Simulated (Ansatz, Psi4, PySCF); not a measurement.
System: C2H8BN2, net charge 0, doublet state. SMILES: [CH2]CB(N)N
Structure (B3LYP-D3(BJ)/def2-TZVP (Ansatz, a quantum-chemistry and plane-wave program) minimum search):
```
B
N 1 1.4116
H 2 1.0049 1 121.14
H 2 1.0051 3 114.21 1 -180.00
N 1 1.4176 2 121.54 3 -180.00
H 5 1.0041 1 122.39 2 180.00
H 5 1.0052 6 113.39 1 180.00
C 1 1.6084 2 120.16 3 0.00
H 8 1.0972 1 106.64 2 -123.49
H 8 1.0972 9 106.09 1 113.40
C 8 1.4801 9 110.22 10 119.31
H 11 1.0817 8 121.20 9 -150.93
H 11 1.0817 12 117.41 8 175.09
```
Charge 0, spin multiplicity 2.

Quantity: size of the dipole moment, in D. Set-up: no dispersion term unless named; open shells spin-unrestricted; six Cartesian d functions in 6-31G* and its kin unless marked 5d; no spin-orbit coupling; 6-311+G** with 5d; non-relativistic; LANL2DZ all-electron up to Ne. First-principles rows: single points at B3LYP-D3(BJ) geometries (Ansatz).

| level | program | size of the dipole moment (D) |
|---|---|---|
| SVWN5/6-31G* | Ansatz | 1.70 |
| PBE/STO-3G | Ansatz | 1.80 |
| PBE/LANL2DZ | Ansatz | 1.76 |
| PBE/def2-SVP | Ansatz | 1.74 |
| PBE/6-311+G** | Ansatz | 1.59 |
| BP86/6-31G* (5d) | PySCF | 1.64 |
| B3LYP/6-31G | Ansatz | 1.56 |
| B3LYP/6-31G* | Ansatz | 1.55 |
| B3LYP/6-311+G** | Ansatz | 1.50 |
| M06-2X/6-31G* (5d) | PySCF | 1.48 |
| M06-2X/6-311+G** | PySCF | 1.42 |
| wB97X-D/6-311+G** | Psi4 | 1.50 |
| B3PW91/6-31G* (5d) | PySCF | 1.56 |

No value to compare with is used here. The 13 habitual levels span 1.42 (M06-2X/6-311+G**) to 1.80 D (PBE/STO-3G).

The levels are drawn from those run, B3LYP/6-31G* more often than the rest, none by its result; left out are runs that failed, that the program found above a lower state of the same kind, or whose <S^2> lies over 0.5 above the pure value.
